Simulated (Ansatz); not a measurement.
**Stretch profile**

AlH5Se (SMILES [AlH3-][SeH2+]), closed shell, at its PBE0-D4/def2-TZVP minimum:

Al1  (-0.744, -0.592, -0.661)
Se2  (0.805, 0.319, 1.311)
H3  (-0.121, -2.061, -0.657)
H4  (-2.115, -0.336, 0.116)
H5  (-0.317, 0.420, -1.817)
H6  (2.045, 0.436, 0.532)
H7  (0.508, 1.746, 1.130)
(Å)

The bond length Se2–H6 (1.469 Å at the minimum) is set to the values below, the two halves moving rigidly along the bond. Each method's energies count from its own value at the PBE0-D4 minimum structure. Ansatz 0.2.0; basis: def2-TZVPP; cores frozen in the correlated methods. Filled d shells of the heavier atoms are correlated. The def2 sets are not built for correlating such inner shells, so the correlated values are less sure here. B3LYP uses VWN-RPA correlation.

```csv
bond length (Å),CCSD(T) (eV),PBE-D4 (eV),r2SCAN-D4 (eV),wB97M-V (eV)
1.205,1.159,1.262,1.189,1.170
1.267,0.597,0.677,0.620,0.604
1.357,0.149,0.193,0.162,0.151
1.463,0.000,0.002,0.000,0.000
1.581,0.126,0.084,0.115,0.129
1.707,0.448,0.364,0.428,0.463
1.841,0.889,0.765,0.865,0.929
1.983,1.383,1.228,1.368,1.470
2.130,1.870,1.709,1.883,2.032
```

Minimum and curvature along this coordinate at CCSD(T): A fifth-order fit through the nearest points gives 1.463 Å, with a curvature of about 22 eV/Å².

Q: Treat the two halves as rigid bodies and work out the harmonic wavenumber of this stretch from that curvature (ν̃ = 521.5 √(k/μ) cm⁻¹ with k in eV/Å² and μ in u).

A: The halves weigh 109.97 and 1.01 u, so μ = 109.97 × 1.01/110.98 = 1.001 u and ν̃ = 521.5 √(22/1.001) ≈ 2400 cm⁻¹. A true normal mode mixes in other motions, so this is a guide only.

Largest difference from the CCSD(T) curve over the scan: PBE0-D4 0.075; B3LYP-D4 0.053; HF 0.416; MP2 0.244 eV. Each curve counts from its own value at the minimum.

T1 diagnostic: at most 0.012. The restricted Hartree–Fock reference is unstable towards an unrestricted one here. A large double-excitation amplitude points to some diradical character; no triplet was computed.

For scale, one of the runs: CCSD(T)/def2-TZVPP, 160 basis functions (an equivalent command: `ansatz run in.yaml --threads 2`). The run took 47 s on 2 CPU threads (shared host), with 1.1 GiB of host memory at its peak.
